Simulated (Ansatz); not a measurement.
Sr8O8⁺ (started as a model of: 2x2x4 SrO rock-salt block). Charge 1, multiplicity 2. Geometry r2SCAN-D4/def2-SVP, that of the neutral singlet; atoms count from 1.

```xyz
16

Sr    3.188    2.302   -0.693
O     1.988    0.463    0.197
Sr    0.964   -1.516    1.223
O    -0.409   -3.285    2.025
O     2.034    1.982   -2.645
Sr    0.951   -0.021   -1.953
O    -0.266   -1.845   -0.855
Sr   -1.393   -3.742    0.008
O     1.402    3.617   -0.120
Sr    0.206    1.906    1.022
O    -0.935   -0.112    1.821
Sr   -2.091   -1.936    2.797
Sr    0.296    3.375   -2.112
O    -0.787    1.494   -1.164
Sr   -2.121   -0.370   -0.291
O    -3.027   -2.313    0.740
```

In the def2 sets Sr takes a core potential; there is no spin–orbit coupling.

(1) Estimate the Mulliken populations from the PBE0/def2-SVP orbitals of Ansatz.

(2) Where does the spin sit?

(3) And the Mayer bond orders between bonded heavy atoms (over 0.3)?

Results:

(1) 
```json
{"atom": "Sr1", "charge (e)": "0.83", "spin (α − β)": "-0.04"}
{"atom": "O2", "charge (e)": "-0.81", "spin (α − β)": "0.01"}
{"atom": "Sr3", "charge (e)": "0.94", "spin (α − β)": "-0.01"}
{"atom": "O4", "charge (e)": "-0.71", "spin (α − β)": "0.28"}
{"atom": "O5", "charge (e)": "-0.71", "spin (α − β)": "0.28"}
{"atom": "Sr6", "charge (e)": "0.94", "spin (α − β)": "-0.01"}
{"atom": "O7", "charge (e)": "-0.81", "spin (α − β)": "0.01"}
{"atom": "Sr8", "charge (e)": "0.83", "spin (α − β)": "-0.04"}
{"atom": "O9", "charge (e)": "-0.71", "spin (α − β)": "0.28"}
{"atom": "Sr10", "charge (e)": "0.94", "spin (α − β)": "-0.01"}
{"atom": "O11", "charge (e)": "-0.81", "spin (α − β)": "0.01"}
{"atom": "Sr12", "charge (e)": "0.83", "spin (α − β)": "-0.04"}
{"atom": "Sr13", "charge (e)": "0.83", "spin (α − β)": "-0.04"}
{"atom": "O14", "charge (e)": "-0.81", "spin (α − β)": "0.01"}
{"atom": "Sr15", "charge (e)": "0.94", "spin (α − β)": "-0.01"}
{"atom": "O16", "charge (e)": "-0.71", "spin (α − β)": "0.28"}
```
Mulliken values and Mayer orders depend strongly on the basis.

(2) Summed by element: Sr -0.19, O 1.19, of 1 unpaired in all. Largest on single atoms: O9 0.28, O5 0.28, O16 0.28.

(3) Sr1–O2 0.64 (2.37 Å); Sr1–O5 0.57 (2.29 Å); Sr1–O9 0.55 (2.29 Å); O2–Sr3 0.43 (2.45 Å); O2–Sr6 0.33 (2.44 Å); O2–Sr10 0.34 (2.44 Å); Sr3–O4 0.39 (2.38 Å); Sr3–O7 0.33 (2.44 Å); Sr3–O11 0.34 (2.44 Å); Sr3–Sr15 0.33 (3.62 Å); O4–Sr8 0.57 (2.29 Å); O4–Sr12 0.55 (2.29 Å); O5–Sr6 0.39 (2.38 Å); O5–Sr13 0.55 (2.29 Å); Sr6–O7 0.43 (2.45 Å); Sr6–Sr10 0.33 (3.62 Å); Sr6–O14 0.34 (2.44 Å); O7–Sr8 0.64 (2.37 Å); O7–Sr15 0.34 (2.44 Å); Sr8–O16 0.55 (2.29 Å); O9–Sr10 0.39 (2.38 Å); O9–Sr13 0.56 (2.29 Å); Sr10–O11 0.43 (2.45 Å); Sr10–O14 0.33 (2.44 Å); O11–Sr12 0.64 (2.37 Å); O11–Sr15 0.33 (2.44 Å); Sr12–O16 0.57 (2.29 Å); Sr13–O14 0.64 (2.37 Å); O14–Sr15 0.43 (2.45 Å); Sr15–O16 0.39 (2.38 Å).
